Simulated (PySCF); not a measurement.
C4H9AlO2 (SMILES C=[CH][Al]([O]C)[O]C), singlet, at a GFN2-xTB geometry (such geometries of metal compounds can be far from the true shape), with bond 4-2 at 1.8 times its length.

PySCF was given this input:
```python
from pyscf import gto, scf, mcscf, mp
import numpy

mol = gto.Mole()
mol.atom = '''
    Al    0.09584662   -0.03032308    0.09560795
    C     0.64880045    1.84707122    0.40928757
    C     0.10456248    2.86954139   -0.23393326
    H     2.05402938    2.19825194    1.72198561
    H     0.40365320    3.89654335   -0.06538029
    H    -0.67401606    2.72250241   -0.96677528
    O     0.88495002   -1.17242718    0.98894685
    C     1.54586508   -2.14597985    1.73860525
    H     1.35901756   -1.98650161    2.80408468
    H     1.19441108   -3.14417275    1.46464856
    H     2.62260700   -2.08899065    1.55678100
    O    -1.09295236   -0.30449259   -1.01722402
    C    -2.09968343   -0.50025736   -1.96287840
    H    -2.33660418   -1.56376331   -2.05301339
    H    -3.00359113    0.03765851   -1.66378595
    H    -1.77421520   -0.12814175   -2.93829662
'''
mol.basis = 'sto-3g'
mol.verbose = 3
mol.build()

mf = scf.RHF(mol)
mf.kernel()
mc = mcscf.CASSCF(mf, 5, 6)
mc.fix_spin_(ss=0.0)
noons, natorbs = mcscf.addons.make_natural_orbitals(mp.MP2(mf).run())
mc.kernel(natorbs)
occ = numpy.linalg.eigvalsh(mc.fcisolver.make_rdm1(mc.ci, mc.ncas, mc.nelecas))[::-1]
ss = mc.fcisolver.spin_square(mc.ci, mc.ncas, mc.nelecas)[0]
print('natural occupations', occ.round(4), ' <S^2>', round(ss, 4))
```

**Question.** What does this run give for the nuclear repulsion energy, natural occupations of the active orbitals, SCF-reference HOMO energy, number of basis functions, SCF-reference Mulliken (on the basis functions themselves) charges in atom order?

**Answer.** 
The nuclear repulsion energy comes out as 342.6827 Eh and the natural occupations of the active orbitals is 2.00, 1.88, 1.73, 0.27, 0.12. The SCF-reference HOMO energy comes out as -6.53 eV, the number of basis functions comes out as 48 and the SCF-reference Mulliken (on the basis functions themselves) charges in atom order is Al1 1.26, C2 -0.20, C3 -0.19, H4 -0.10, H5 0.06, H6 0.05, O7 -0.56, C8 -0.03, H9 0.05, H10 0.04, H11 0.05, O12 -0.56, C13 -0.03, H14 0.05, H15 0.05, H16 0.05.

**Question.** Roughly what does it cost on one core?

**Answer.** roughly 12 core-seconds.
